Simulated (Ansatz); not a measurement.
`O[SiH2][SiH](O)F` → `O[SiH]F`• + `O[SiH2]`•  (homolysis of the Si–Si bond)

Gas-phase electronic energies from Ansatz, PBE0-D4/def2-TZVP geometries. CBS: MP2 limit from def2 TZ/QZ plus the TZ coupled-cluster correction, frozen cores. This one scheme is used for every species. DFT in def2-TZVPP. HSE06 is defined as in plane-wave codes. Open shells (•) are unrestricted, without spin–orbit coupling. One conformer a species, not always the lowest.

```tsv
level	ΔE (eV)	difference from CCSD(T)/CBS
BLYP-D4	3.18	-0.34
CAM-B3LYP-D4	3.34	-0.18
B2PLYP	3.27	-0.25
revPBE	2.98	-0.54
BLYP	2.99	-0.53
PBE0	3.25	-0.27
r2SCANh	3.18	-0.34
r2SCAN0	3.19	-0.33
HSE06	3.25	-0.27
HF/def2-SVP	2.67	-0.85
CCSD/def2-SVP	3.29	-0.23
CCSD(T)/def2-SVP	3.32	-0.20
SCS-MP2/def2-TZVPP	3.43	-0.09
CCSD/def2-TZVPP	3.36	-0.16
HF/CBS(def2)	2.51	-1.01
MP2/CBS(def2)	3.50	-0.02
CCSD(T)/CBS	3.52	0
```

Largest T1 diagnostic among the species: 0.015.

In def2-TZVPP, CCSD(T) changes the Hartree–Fock value by +0.87 eV (the triples alone add +0.05 eV) and MP2 by +0.85 eV; breaking electron pairs costs correlation energy, which Hartree–Fock lacks. From PBE to PBE0 (25 % exact exchange), in def2-TZVPP and without D4, ΔE moves by +0.08 eV. At CCSD(T), def2-SVP lies −0.20 eV from the extrapolated value and def2-TZVPP −0.11 eV: correlation converges slowly with the basis, and small sets miss more of it in the bonded molecule than in its fragments.
